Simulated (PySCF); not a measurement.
## Bonding in isothiocyanate diacetylene

Compound: isothiocyanate diacetylene, C5HNS.
Numbering: `[CH:1]#[C:2][C:3]#[C:4][N:5]=[C:6]=[S:7]` (hydrogens: H8 on C1)

Bond orders from the PBE0/pcSseg-2 density (PySCF). Isolated species at its PBE0-D3(BJ)/def2-TZVP geometry, gas phase.

(1) How far do the computed orders between heavy atoms stray from the drawn ones?

(2) Set the Mayer orders of the bonds between heavy atoms beside their lengths.

Results:

(1) The largest departure is 0.670, at C3–C4 (drawn triple, 2.330). Drawn single, order above 1.12: C2–C3 (1.262) and C4–N5 (1.311). Drawn double or triple, more than 0.30 short of the drawn order: C1–C2 (2.693) and C3–C4 (2.330).

(2) 
| bond | drawn as | length (Å) | Mayer order |
| --- | --- | --- | --- |
| C1–C2 | triple | 1.207 | 2.693 |
| C2–C3 | single | 1.354 | 1.262 |
| C3–C4 | triple | 1.214 | 2.330 |
| C4–N5 | single | 1.277 | 1.311 |
| N5–C6 | double | 1.190 | 1.939 |
| C6–S7 | double | 1.561 | 2.058 |

By pair of heavy elements: C–C: lowest C2–C3 (1.262, 1.354 Å), highest C1–C2 (2.693, 1.207 Å). C–N: lowest C4–N5 (1.311, 1.277 Å), highest N5–C6 (1.939, 1.190 Å).

Task: And the bonds to hydrogen?

Result: C–H: 1.08 (1 bond).

Task: Sum the orders of all bonds at each heavy atom with more than one neighbour and set the sums beside the valence in the SMILES.

Result: C1 3.777 (drawn 4), C2 3.955 (drawn 4), C3 3.592 (drawn 4), C4 3.641 (drawn 4), N5 3.250 (drawn 3), C6 3.997 (drawn 4). Orders between atoms that aren't bonded are not in these sums.

Mayer orders depend on the basis set.
